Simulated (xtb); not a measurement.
C4H4N (SMILES [c]1cc[nH]c1), doublet, at a GFN2-xTB geometry; GFN2-xTB (xtb).

Here is a job for xtb.
```
$ xtb mol.xyz --gfn 2 --uhf 1 --hess --json

# file mol.xyz
9

H     -0.02216819     0.02578181     2.07218703
N     -0.01100368     0.03722541     1.06501021
C      0.01577759     1.15962534     0.28207507
C     -0.02026850    -1.06664492     0.26860244
C      0.02280243     0.72853871    -1.00533804
C      0.00054728    -0.66735377    -1.04553609
H      0.02721740     2.14433730     0.70122733
H     -0.04086179    -2.05616890     0.68202308
H     -0.00031443    -1.29952021    -1.90932923
```

Write the output that xtb gives for this input, abridged.


```
   ID    Z sym.   atoms
    1    1 H      1, 7-9
    2    7 N      2
    3    6 C      3-6

           -------------------------------------------------
          |                Calculation Setup                |
           -------------------------------------------------

           -------------------------------------------------
          |                 G F N 2 - x T B                 |
           -------------------------------------------------

          ...................................................
          :                      SETUP                      :
          :.................................................:
          :  # basis functions                  24          :
          :  # atomic orbitals                  24          :
          :  # shells                           14          :
          :  # electrons                        25          :
          :  max. iterations                   250          :
          :  Hamiltonian                  GFN2-xTB          :
          :  restarted?                      false          :
          :  GBSA solvation                  false          :
          :  PC potential                    false          :
          :  electronic temp.          300.0000000     K    :
          :  accuracy                    1.0000000          :
          :  -> integral cutoff          0.2500000E+02      :
          :  -> integral neglect         0.1000000E-07      :
          :  -> SCF convergence          0.1000000E-05 Eh   :
          :  -> wf. convergence          0.1000000E-03 e    :
          :  Broyden damping             0.4000000          :
          :  net charge                          0          :
          :  unpaired electrons                  1          :
          ...................................................

 iter      E             dE          RMSdq      gap      omega  full diag
   1    -13.5641549 -0.135642E+02  0.421E+00    4.59       0.0  T
   2    -13.6173404 -0.531855E-01  0.310E+00    3.45       1.0  T
   3    -13.6252637 -0.792327E-02  0.173E+00    3.98       1.0  T
   4    -13.6236808  0.158294E-02  0.693E-01    3.67       1.0  T
   5    -13.6264905 -0.280978E-02  0.106E-01    3.89       1.0  T
   6    -13.6265077 -0.171991E-04  0.420E-02    3.86       1.0  T
   7    -13.6265109 -0.314719E-05  0.196E-02    3.88       1.7  T
   8    -13.6265126 -0.173133E-05  0.771E-03    3.87       4.3  T
   9    -13.6265129 -0.316181E-06  0.339E-03    3.87       9.8  T
  10    -13.6265130 -0.491365E-07  0.159E-03    3.87      21.0  T
  11    -13.6265130 -0.886243E-08  0.209E-04    3.87     159.7  T
  12    -13.6265130 -0.142210E-09  0.109E-04    3.87     305.9  T

   *** convergence criteria satisfied after 12 iterations ***

         :::::::::::::::::::::::::::::::::::::::::::::::::::::
         ::                     SUMMARY                     ::
         :::::::::::::::::::::::::::::::::::::::::::::::::::::
         :: total energy             -13.395629434672 Eh    ::
         :: gradient norm              0.000042632962 Eh/a0 ::
         :: HOMO-LUMO gap              3.871781469966 eV    ::
         ::.................................................::
         :: SCC energy               -13.626511957599 Eh    ::
         :: -> isotropic ES            0.004085394860 Eh    ::
         :: -> anisotropic ES          0.003571828706 Eh    ::
         :: -> anisotropic XC          0.008371002595 Eh    ::
         :: -> dispersion             -0.005011751074 Eh    ::
         :: repulsion energy           0.230882522928 Eh    ::
         :: add. restraining           0.000000000000 Eh    ::
         :: total charge              -0.000000000000 e     ::
         :::::::::::::::::::::::::::::::::::::::::::::::::::::

           -------------------------------------------------
          |                Numerical Hessian                |
           -------------------------------------------------
step length          :   0.00500
[...]
 IR intensities (km·mol⁻¹)
   1:  1.35   2:  0.90   3:  1.39   4:  3.03   5:  1.46   6:  0.28   7: 29.73   8:  9.61
   9: 36.14  10:  4.40  11: 21.10  12:  1.29  13:  4.22  14:  1.95  15: 18.84  16:  9.65
  17:  2.16  18: 17.66  19: 12.52  20:  6.33  21:  8.03  22: 35.30  23:  1.71  24: 17.41
  25: 28.20  26: 12.30  27:  2.69
 Raman intensities (Ä⁴*amu⁻¹)
   1:  0.00   2:  0.00   3:  0.00   4:  0.00   5:  0.00   6:  0.00   7:  0.00   8:  0.00
   9:  0.00  10:  0.00  11:  0.00  12:  0.00  13:  0.00  14:  0.00  15:  0.00  16:  0.00
  17:  0.00  18:  0.00  19:  0.00  20:  0.00  21:  0.00  22:  0.00  23:  0.00  24:  0.00
  25:  0.00  26:  0.00  27:  0.00
 output can be read by thermo (or use thermo option).
 writing <g98.out> molden fake output.
 recommended (thermochemical) frequency scaling factor: 1.0
           -------------------------------------------------
          |             Thermodynamic Functions             |
           -------------------------------------------------

cs  symmetry found (for desy threshold:  0.10E+00) used in thermo

          ...................................................
          :                      SETUP                      :
          :.................................................:
          :  # frequencies                          21      :
          :  # imaginary freq.                       0      :
          :  linear?                             false      :
          :  only rotor calc.                    false      :
          :  symmetry                               cs      :
          :  rotational number                       1      :
          :  scaling factor                  1.0000000      :
          :  rotor cutoff                   50.0000000 cm⁻¹ :
          :  imag. cutoff                  -20.0000000 cm⁻¹ :
          :.................................................:

    mode    ω/cm⁻¹     T·S(HO)/kcal·mol⁻¹    T·S(FR)/kcal·mol⁻¹   T·S(vib)
   ------------------------------------------------------------------------
   ------------------------------------------------------------------------

   temp. (K)  partition function   enthalpy   heat capacity  entropy
                                   cal/mol     cal/K/mol   cal/K/mol   J/K/mol
 298.15  VIB   1.47                  732.787      8.643      3.224
         ROT  0.405E+05              888.752      2.981     24.062
         INT  0.595E+05             1621.540     11.624     27.286
         TR   0.520E+27             1481.254      4.968     38.466
         TOT                        3102.7936    16.5920    65.7518   275.1055

       T/K    H(0)-H(T)+PV         H(T)/Eh          T*S/Eh         G(T)/Eh
   ------------------------------------------------------------------------
    298.15    0.494462E-02    0.728387E-01    0.312408E-01    0.415979E-01
   ------------------------------------------------------------------------

         :::::::::::::::::::::::::::::::::::::::::::::::::::::
         ::                  THERMODYNAMIC                  ::
         :::::::::::::::::::::::::::::::::::::::::::::::::::::
         :: total free energy         -13.354031561356 Eh   ::
         ::.................................................::
         :: total energy              -13.395629434752 Eh   ::
         :: zero point energy           0.067894058518 Eh   ::
         :: G(RRHO) w/o ZPVE           -0.026296185122 Eh   ::
         :: G(RRHO) contrib.            0.041597873397 Eh   ::
         :::::::::::::::::::::::::::::::::::::::::::::::::::::

           -------------------------------------------------
          | TOTAL ENERGY              -13.395629434752 Eh   |
          | TOTAL ENTHALPY            -13.322790759952 Eh   |
          | TOTAL FREE ENERGY         -13.354031561356 Eh   |
          | GRADIENT NORM               0.000043152485 Eh/α |
          | HOMO-LUMO GAP               3.871833576689 eV   |
           -------------------------------------------------

normal termination of xtb
```
